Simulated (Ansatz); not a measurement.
Geometry optimisation, Ansatz, RKS B3LYP-D4/6-31G*.

input.yaml

```yaml
crystal:
  periodic: [false, false, false]
  atoms:
    - { symbol: Al, position_ang: [-0.3156, 0.2293, -0.2278] }
    - { symbol: C, position_ang: [1.4876, -0.4037, 1.0404] }
    - { symbol: C, position_ang: [0.1741, -0.3114, -2.0686] }
    - { symbol: C, position_ang: [-1.9793, 0.1104, 0.8392] }
    - { symbol: H, position_ang: [1.1354, 0.9126, 0.757] }
    - { symbol: Cl, position_ang: [0.691, 2.5622, 0.3285] }
    - { symbol: H, position_ang: [2.1788, -0.2327, 1.8621] }
    - { symbol: H, position_ang: [2.0396, -0.8663, 0.2243] }
    - { symbol: H, position_ang: [0.7252, -1.0973, 1.4058] }
    - { symbol: H, position_ang: [0.4194, -1.3721, -2.1753] }
    - { symbol: H, position_ang: [-0.6304, -0.1086, -2.7823] }
    - { symbol: H, position_ang: [1.0477, 0.2518, -2.415] }
    - { symbol: H, position_ang: [-2.7204, 0.8431, 0.503] }
    - { symbol: H, position_ang: [-1.7754, 0.346, 1.8904] }
    - { symbol: H, position_ang: [-2.4777, -0.8633, 0.8184] }
basis:
  gaussian: { orbitals: "6-31G*" }
hamiltonian:
  xc: b3lyp
  dispersion: d4
relax:
  f_tol: 0.15
  max_steps: 25
  restrain:
    - { distance: [0, 5], at: 2.23, k: 30.0 }
    - { distance: [4, 1], at: 1.07, k: 30.0 }
    - { distance: [0, 1], at: 3.27, k: 30.0 }
    - { distance: [4, 5], at: 2.63, k: 30.0 }
```

Run as:

```bash
$ ansatz run input.yaml --threads 2 --pin off --max-ram 3072MiB --backend cpu --events-out ev --progress --plain --runs-dir out
```

Task: Where does it end, and by what steps?

Result: The forces met the threshold. The restraints hold the end off the free minimum. After 8 steps the energy has fallen by 1.827 eV (the restraints' own energy left out); Al1 moved furthest, 0.64 Å. Parted: Al1–C2, Al1–H5. Joined: C2–H5.

| step | energy less start (eV) | largest force component (eV/Å) | accepted |
| --- | --- | --- | --- |
| 0 | 0.0000 | 2.556 | yes |
| 1 | -0.5300 | 3.781 | yes |
| 2 | -0.8598 | 4.723 | yes |
| 3 | -1.0073 | 3.584 | yes |
| 4 | -1.6705 | 1.772 | yes |
| 5 | -1.7844 | 0.666 | yes |
| 6 | -1.8238 | 0.589 | yes |
| 7 | -1.8324 | 0.651 | no |
| 8 | -1.8269 | 0.645 | yes |

```xyz
15
Properties=species:S:1:pos:R:3
Al -0.645 0.712 -0.495
C 1.839 -0.490 1.258
C 0.001 -0.195 -2.098
C -2.095 0.188 0.702
H 1.592 0.534 0.992
Cl 0.332 2.626 -0.001
H 2.472 -0.471 2.156
H 2.384 -0.966 0.439
H 0.933 -1.069 1.482
H 0.124 -1.271 -1.922
H -0.713 -0.087 -2.925
H 0.962 0.209 -2.438
H -2.973 0.830 0.554
H -1.800 0.300 1.752
H -2.413 -0.849 0.544
```

The run took 36 s on 2 threads of Arm Neoverse V1, on a shared host, peak memory 0.24 GiB.
